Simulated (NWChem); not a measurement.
System: C3H4N2; SMILES C/C=N/C#N

Output (shortened):

```
             Northwest Computational Chemistry Package (NWChem) 7.3.0
             --------------------------------------------------------

                             Geometry "geometry" -> ""
                             -------------------------

 Output coordinates in angstroms (scale by  1.889725989 to convert to a.u.)

  No.       Tag          Charge          X              Y              Z
 ---- ---------------- ---------- -------------- -------------- --------------
    1 C                    6.0000    -0.12464100    -2.25055000     0.00000000
    2 C                    6.0000     0.34139200    -0.84550000     0.00000000
    3 N                    7.0000    -0.48037300     0.13428100     0.00000000
    4 C                    6.0000    -0.04972400     1.39494500     0.00000000
    5 N                    7.0000     0.22145700     2.52659100     0.00000000
    6 H                    1.0000     0.27287700    -2.77922500    -0.88237100
    7 H                    1.0000     0.27287700    -2.77922500     0.88237100
    8 H                    1.0000    -1.22086200    -2.29787000     0.00000000
    9 H                    1.0000     1.43355800    -0.67319500     0.00000000

 Effective nuclear repulsion energy (a.u.)     141.7283578191

                              NWChem Property Module
                              ----------------------

                                 NWChem DFT Module
                                 -----------------

 Summary of "ao basis" -> "ao basis" (spherical)
 ------------------------------------------------------------------------------
       Tag                 Description            Shells   Functions and Types
 ---------------- ------------------------------  ------  ---------------------
 C                         def2-svpd                 8       20   4s2p2d
 N                         def2-svpd                 8       20   4s2p2d
 H                         def2-svpd                 4        8   2s2p

            General Information
            -------------------
          SCF calculation type: DFT
          Wavefunction type:  closed shell.
          No. of atoms     :     9
          No. of electrons :    36
           Alpha electrons :    18
            Beta electrons :    18
          Charge           :     0
          Spin multiplicity:     1
          Use of symmetry is: off; symmetry adaption is: off
          Maximum number of iterations: 150
          AO basis - number of functions:   132
                     number of shells:    56
          Convergence on energy requested:  1.00D-06
          Convergence on density requested:  1.00D-05
          Convergence on gradient requested:  5.00D-04

              XC Information
              --------------
                         B3LYP Method XC Potential
                     Hartree-Fock (Exact) Exchange  0.200
                        Slater Exchange Functional  0.800 local
                    Becke 1988 Exchange Functional  0.720 non-local
              Lee-Yang-Parr Correlation Functional  0.810
                  VWN I RPA Correlation Functional  0.190 local

             Grid Information
             ----------------
          Grid used for XC integration:  medium
          Radial quadrature: Mura-Knowles
          Angular quadrature: Lebedev.
          Tag              B.-S. Rad. Rad. Pts. Rad. Cut. Ang. Pts.
          ---              ---------- --------- --------- ---------
          C                   0.70       49          12.0       434
          N                   0.65       49          13.0       434
          H                   0.35       45          13.0       434
          Grid pruning is: on
          Number of quadrature shells:   425
          Spatial weights used:  Erf1

      Superposition of Atomic Density Guess
      -------------------------------------

 Sum of atomic energies:        -223.36134296

      Non-variational initial energy
      ------------------------------

 Total energy =    -226.125113
 1-e energy   =    -581.043782
 2-e energy   =     213.190311
 HOMO         =      -0.330370
 LUMO         =      -0.048000

   convergence    iter        energy       DeltaE   RMS-Dens  Diis-err
 ---------------- ----- ----------------- --------- --------- ---------
 d= 0,ls=0.0,diis     1   -225.8967588456 -3.68D+02  2.03D-02  9.95D-01
 d= 0,ls=0.0,diis     2   -225.4512027115  4.46D-01  1.30D-02  4.43D+00
 d= 0,ls=0.0,diis     3   -226.0246335190 -5.73D-01  2.77D-03  8.56D-02
 d= 0,ls=0.0,diis     4   -226.0306488933 -6.02D-03  1.59D-03  3.56D-02
 d= 0,ls=0.0,diis     5   -226.0340375777 -3.39D-03  4.97D-04  4.55D-03
  Resetting Diis
 d= 0,ls=0.0,diis     6   -226.0345439196 -5.06D-04  1.04D-04  1.02D-04
 d= 0,ls=0.0,diis     7   -226.0345582231 -1.43D-05  6.20D-05  1.33D-05
 d= 0,ls=0.0,diis     8   -226.0345561934  2.03D-06  3.60D-05  2.79D-05
 d= 0,ls=0.0,diis     9   -226.0345599292 -3.74D-06  6.73D-06  1.03D-06
 d= 0,ls=0.0,diis    10   -226.0345600385 -1.09D-07  1.63D-06  5.54D-08

         Total DFT energy =     -226.034560038513
      One electron energy =     -584.088454946530
           Coulomb energy =      247.757736729690
    Exchange-Corr. energy =      -31.432199640823
 Nuclear repulsion energy =      141.728357819150

 Numeric. integr. density =       36.000004944235

                       DFT Final Molecular Orbital Analysis
                       ------------------------------------

 Vector   16  Occ=2.000000D+00  E=-3.650046D-01
              MO Center=  2.9D-01,  2.2D+00,  1.3D-09, r^2= 2.2D+00
   Bfn.  Coefficient  Atom+Function         Bfn.  Coefficient  Atom+Function
  ----- ------------  ---------------      ----- ------------  ---------------
    83      0.483310  5 N  s                 86     -0.387421  5 N  py
    66     -0.282290  4 C  py                82      0.282214  5 N  s
    69     -0.277983  4 C  py                85     -0.257817  5 N  px
    44     -0.246938  3 N  s                 84      0.207552  5 N  s
    62     -0.157890  4 C  s                 81      0.133962  5 N  s

 Vector   17  Occ=2.000000D+00  E=-3.137184D-01
              MO Center=  7.4D-02,  1.0D+00, -7.3D-11, r^2= 3.4D+00
   Bfn.  Coefficient  Atom+Function         Bfn.  Coefficient  Atom+Function
  ----- ------------  ---------------      ----- ------------  ---------------
    87      0.404647  5 N  pz                67     -0.291189  4 C  pz
    27      0.273040  2 C  pz                47     -0.258922  3 N  pz
    90     -0.216025  5 N  pz                50      0.175211  3 N  pz
    70     -0.148630  4 C  pz                30      0.115202  2 C  pz
   101      0.102318  6 H  s                109     -0.102318  7 H  s

 Vector   18  Occ=2.000000D+00  E=-2.960118D-01
              MO Center= -2.2D-01,  9.8D-01, -3.3D-10, r^2= 2.7D+00
   Bfn.  Coefficient  Atom+Function         Bfn.  Coefficient  Atom+Function
  ----- ------------  ---------------      ----- ------------  ---------------
    45      0.406217  3 N  px                85     -0.350530  5 N  px
    44      0.320019  3 N  s                 43      0.248670  3 N  s
    48     -0.233704  3 N  px                65      0.223249  4 C  px
    88      0.195598  5 N  px                68      0.186143  4 C  px
    42      0.156385  3 N  s                 83     -0.149277  5 N  s

 Vector   19  Occ=0.000000D+00  E=-8.661270D-02
              MO Center=  1.6D-01, -2.0D-01,  9.2D-11, r^2= 3.3D+00
   Bfn.  Coefficient  Atom+Function         Bfn.  Coefficient  Atom+Function
  ----- ------------  ---------------      ----- ------------  ---------------
    27      0.489704  2 C  pz                30      0.423528  2 C  pz
    47      0.326764  3 N  pz                50     -0.277966  3 N  pz
    87     -0.252075  5 N  pz               102      0.212111  6 H  s
   110     -0.212111  7 H  s                 90      0.163625  5 N  pz
    67     -0.140606  4 C  pz               101      0.128537  6 H  s

 Vector   20  Occ=0.000000D+00  E= 3.083527D-05
              MO Center=  6.1D-01, -1.1D+00,  2.1D-08, r^2= 8.5D+00
   Bfn.  Coefficient  Atom+Function         Bfn.  Coefficient  Atom+Function
  ----- ------------  ---------------      ----- ------------  ---------------
    64      2.118775  4 C  s                 44     -1.905969  3 N  s
     4      1.751915  1 C  s                 24      1.728586  2 C  s
   126     -1.659051  9 H  s                118     -1.409361  8 H  s
    84     -0.980192  5 N  s                  3      0.925628  1 C  s
    63      0.799374  4 C  s                102     -0.679161  6 H  s

 Vector   21  Occ=0.000000D+00  E= 2.462294D-02
              MO Center=  1.8D-01, -1.4D+00,  5.5D-08, r^2= 1.0D+01
   Bfn.  Coefficient  Atom+Function         Bfn.  Coefficient  Atom+Function
  ----- ------------  ---------------      ----- ------------  ---------------
     4      3.714505  1 C  s                 24     -2.794621  2 C  s
    44      1.903915  3 N  s                  3      1.866506  1 C  s
   126      1.623057  9 H  s                 64     -1.543854  4 C  s
   102     -1.478267  6 H  s                110     -1.478268  7 H  s
   118     -1.050965  8 H  s                 23     -0.864468  2 C  s

     Multipole analysis of the density
     ---------------------------------

[...]

 DFT Linear Response polarizability / au
 Frequency  =       0.0773000 / au
 Wavelength =     589.4353558 / nm
              X              Y              Z
 -----------------------------------------------
 X      41.8092321     -0.9352199      0.0000000
 Y      -0.9352294     87.6416433     -0.0000001
 Z       0.0000000     -0.0000001     34.8688951
 -----------------------------------------------
 Eigenvalues =      41.7901567     87.6607187     34.8688951
 Isotropic   =      54.7732568
 Anisotropic =      49.6940085
 -----------------------------------------------

 Magnetic Dipole Response Matrix (nonzero elements):

 Exiting AOResponse driver routine
```

Level: B3LYP/def2-SVPD. Coordinates come from a PBE0/def2-SVP optimisation. B3LYP is NWChem's, with the RPA form of VWN correlation.

Problem. Which NWChem input produces such a log?

Solution. Several could match; the one computed here: the input that was run:
```
start job
memory heap 200 mb stack 900 mb global 1100 mb
geometry units angstroms noautosym nocenter noautoz
  C     -0.124641    -2.250550     0.000000
  C      0.341392    -0.845500     0.000000
  N     -0.480373     0.134281     0.000000
  C     -0.049724     1.394945     0.000000
  N      0.221457     2.526591     0.000000
  H      0.272877    -2.779225    -0.882371
  H      0.272877    -2.779225     0.882371
  H     -1.220862    -2.297870     0.000000
  H      1.433558    -0.673195     0.000000
end
basis spherical
  * library def2-svpd
end
dft
  xc b3lyp
  iterations 150
end
property
  response 1 0.0773
end
task dft property
```
